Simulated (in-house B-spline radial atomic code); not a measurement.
Results of a calculation; reference values are marked as such.
## neutral manganese at several levels of theory

Ground configuration [Ar] 3d5 4s2. All numbers come from an all-electron radial atomic-structure program (B-spline basis), all electrons, at the radial basis limit. Mean-field, RPA, GW and linear-response runs are scalar-relativistic (one-electron X2C), no spin-orbit coupling, without Breit or QED terms, open shells spin-polarised at highest spin.

**Ionisation energy.** The reference is 7.434 eV (NIST, measured).

```tsv
method	value (eV)	minus reference (eV)
minus the highest LDA VWN5 level	4.64	-2.79
LDA VWN5, difference of total energies	7.57	+0.13
minus the highest PBE level	4.46	-2.97
PBE, difference of total energies	7.23	-0.20
G0W0 on PBE	7.39	-0.04
exact exchange + RPA on PBE	7.82	+0.39
exact exchange + RPA + SOSEX on PBE	7.37	-0.07
minus the highest r2SCAN level	4.55	-2.88
r2SCAN, difference of total energies	6.94	-0.49
minus the highest PBE0 level	5.11	-2.32
PBE0, difference of total energies	7.09	-0.34
G0W0 on PBE0	7.44	+0.01
minus the highest B3LYP (VWN-RPA) level	5.15	-2.29
B3LYP (VWN-RPA), difference of total energies	7.57	+0.14
minus the highest CAM-B3LYP level	6.30	-1.14
minus the highest LC-wPBE level	7.08	-0.36
minus the highest Hartree-Fock level	6.20	-1.23
Hartree-Fock, difference of total energies	6.02	-1.41
G0W0 on Hartree-Fock	7.25	-0.18
MP2, difference of total energies	7.24	-0.20
```

(1) Which methods come closest, and which lies farthest off?

Results:

(1) Closest: G0W0 on PBE0 (+0.01 eV) and G0W0 on PBE (-0.04 eV). Farthest: minus the highest PBE level (-2.97 eV). The PBE level misses by -3.0 eV while the PBE energy difference misses by -0.20 eV: the semilocal potential lacks the −1/r tail and the energy is convex in the electron number, but total energies at whole numbers are far better.
